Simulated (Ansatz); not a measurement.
`FCC1=C[SiH2]1` + H₂ → `CC1=C[SiH2]1` + H–F at 700 K and 1 bar (hydrogenolysis of a C–F bond).

Gas-phase electronic energies from Ansatz, PBE0-D4/def2-TZVP geometries. CCSD(T)/CBS adds triple-zeta CCSD(T) − MP2 to the extrapolated MP2 energy (def2 sets, frozen cores). This one scheme is used for every species. Each species was taken in one conformer, which may not be the lowest.

```json
{"species": "`FCC1=C[SiH2]1`", "CCSD(T)/CBS energy (Eh)": "-505.95207", "H − E (kJ/mol)": "249.2", "S (J/(mol·K))": "433.5"}
{"species": "H₂", "CCSD(T)/CBS energy (Eh)": "-1.17544", "H − E (kJ/mol)": "46.8", "S (J/(mol·K))": "155.3"}
{"species": "`CC1=C[SiH2]1`", "CCSD(T)/CBS energy (Eh)": "-406.77515", "H − E (kJ/mol)": "262.5", "S (J/(mol·K))": "400.9"}
{"species": "H–F", "CCSD(T)/CBS energy (Eh)": "-100.39570", "H − E (kJ/mol)": "45.2", "S (J/(mol·K))": "198.5"}
```

H − E and S are ideal-gas, rigid-rotor, harmonic terms from PBE0-D4/def2-TZVP, for one conformer and one mirror image of each species. For small species the MP2-based limit differs from directly extrapolated CCSD(T) by up to some mEh (0.8 for H₂); such offsets cancel only in part. 1 Eh = 2625.50 kJ/mol, R = 8.31446 J/(mol·K).

**Question.** By hand: ΔE, ΔH, ΔS and ΔG.

**Answer.** ΔE = (-406.77515) + (-100.39570) − (-505.95207) − (-1.17544) = -0.04334 Eh = -113.8 kJ/mol. Δ(H − E) = 262.5 + 45.2 − 249.2 − 46.8 = 11.7, so ΔH = -102.1 kJ/mol. ΔS = 400.9 + 198.5 − 433.5 − 155.3 = 10.6 J/(mol·K). ΔG = -102.1 − 700 × (10.6)/1000 = -109.5 kJ/mol.

**Question.** By hand: the equilibrium constant, and the temperature at which ΔG would vanish if ΔH and ΔS stayed fixed.

**Answer.** log₁₀ K = −ΔG/(RT ln 10) = 8.2. ΔH and −TΔS have one sign here, so there is no such temperature.

The number of gas molecules stays the same, so ΔS is small and ΔH decides. A doubt of 5 kJ/mol in ΔE shifts log₁₀ K by 0.4 here. Other conformers and mirror images would add mixing entropy, several J/(mol·K) or more a flexible species. Modes under 60 cm⁻¹, often nearly free rotors, make the harmonic entropy too high. These are equilibria of isolated gas molecules and say nothing of rates. Largest T1 diagnostic: 0.012 (customary marks: 0.02 for closed shells, 0.045 for open ones).

ΔS is within the doubt of such terms, so its sign, and with it that verdict, could turn.
